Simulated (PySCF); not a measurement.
C2H9NOSi, SMILES CO[Si@H](C)N.

Geometry optimised at PBE-D3(BJ)/def2-SVP. The structure was generated by enumeration; whether it is a known compound was not checked. One conformer was computed; it need not be the lowest.

Calculation: PBE-D3(BJ)/def2-SVP in PySCF 2.14.0.

Frequencies are harmonic and unscaled.

```tsv
mode	ν (cm⁻¹)	IR (km/mol)	moving atoms (share of kinetic energy)
1	68	47.9	H 67 %, N 23 %
2	85	9.2	C 42 %, H 39 %, O 15 %
3	117	6.2	H 95 %
4	134	0.1	H 95 %
5	170	2.3	C 37 %, H 35 %, N 19 %
6	223	7.2	H 36 %, N 19 %, C 18 %, O 16 %, Si 11 %
7	262	42.7	H 51 %, O 22 %, Si 10 %, N 9 %
8	305	42.4	H 70 %, O 10 %, Si 9 %
9	394	21.1	O 29 %, H 27 %, Si 26 %, N 13 %
10	612	4.7	H 84 %, C 8 %
11	640	3.9	C 39 %, H 34 %, Si 12 %, O 10 %
12	729	22.5	H 44 %, C 23 %, Si 16 %, O 16 %
13	737	17.4	H 48 %, Si 18 %, C 15 %, O 10 %, N 8 %
14	798	17.3	H 54 %, N 23 %, C 12 %, Si 11 %
15	834	28.9	H 73 %, N 15 %
16	882	203.0	H 62 %, Si 23 %, N 9 %
17	898	271.8	H 50 %, Si 33 %, N 9 %
18	1112	170.5	O 40 %, C 35 %, H 24 %
19	1138	0.1	H 76 %, C 19 %
20	1168	68.4	H 54 %, C 23 %, O 22 %
21	1216	39.3	H 77 %, C 22 %
22	1383	3.6	H 96 %
23	1386	2.4	H 96 %
24	1412	2.0	H 92 %
25	1426	3.1	H 93 %
26	1428	5.5	H 96 %
27	1483	49.4	H 89 %, N 11 %
28	2175	163.2	H 97 %
29	2908	81.3	H 97 %
30	2974	2.8	H 97 %
31	2977	41.4	H 91 %, C 9 %
32	3023	36.4	H 91 %, C 9 %
33	3071	5.8	H 91 %, C 9 %
34	3079	3.6	H 91 %, C 9 %
35	3514	23.3	H 96 %
36	3614	25.3	H 91 %, N 9 %
```
